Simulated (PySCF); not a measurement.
# Spin-rotation constants: 1,4-dibromobenzene (BrC1=CC=C(Br)C=C1, C₆H₄Br₂)

Geometry:
```tsv
atom	x (Å)	y (Å)	z (Å)
Br1	-3.274	0.025	0.046
C2	-1.371	0.010	0.018
C3	-0.699	-1.202	0.051
C4	0.683	-1.212	0.031
C5	1.372	-0.010	-0.023
Br6	3.273	-0.025	-0.053
C7	0.700	1.201	-0.055
C8	-0.683	1.212	-0.034
H9	-1.250	-2.129	0.092
H10	1.220	-2.147	0.056
H11	1.249	2.129	-0.097
H12	-1.220	2.147	-0.059
```

Level of theory: PySCF, GIAO BHandHLYP/pcSseg-1 magnetisability, rotational g tensor and spin-rotation constants, non-relativistic, gas phase. Geometry: GFN2-xTB.

The calculation is non-relativistic, which matters for the atoms heavier than Zn.

(1) Give the nuclear spin-rotation constants along the inertial axes (H = +C I·J) beside the isotropic shieldings.

(2) How do the rotational constants and the g tensor change when H9, H10, H11, H12 are replaced by deuterium?

## Answers

(1) Rotational constants 5.7154, 0.2862, 0.2725 GHz. A star marks the isotopologue with that one atom substituted, in its own axes.
| atom | isotope | Caa (kHz) | Cbb (kHz) | Ccc (kHz) | mean (kHz) | σ (ppm) |
| --- | --- | --- | --- | --- | --- | --- |
| Br1 | 79Br | 1.493 | 0.650 | 0.641 | 0.928 | 2057.3 |
| Br6 | 79Br | 1.497 | 0.649 | 0.640 | 0.929 | 2058.7 |
| H9 | 1H | -0.306 | 0.017 | -0.028 | -0.106 | 24.2 |
| H10 | 1H | -0.306 | 0.017 | -0.028 | -0.106 | 24.2 |
| H11 | 1H | -0.307 | 0.017 | -0.028 | -0.106 | 24.2 |
| H12 | 1H | -0.306 | 0.017 | -0.028 | -0.106 | 24.2 |
| C2 | 13C* | 2.956 | 0.093 | 0.045 | 1.032 | 40.5 |
| C3 | 13C* | 2.213 | 0.132 | 0.038 | 0.794 | 45.2 |

For the geometry as given, no vibrational averaging.

(2) Constants 4.7300, 0.2852, 0.2690 GHz; g -0.0552, -0.0065, 0.0017, against -0.0667, -0.0065, 0.0017 before.
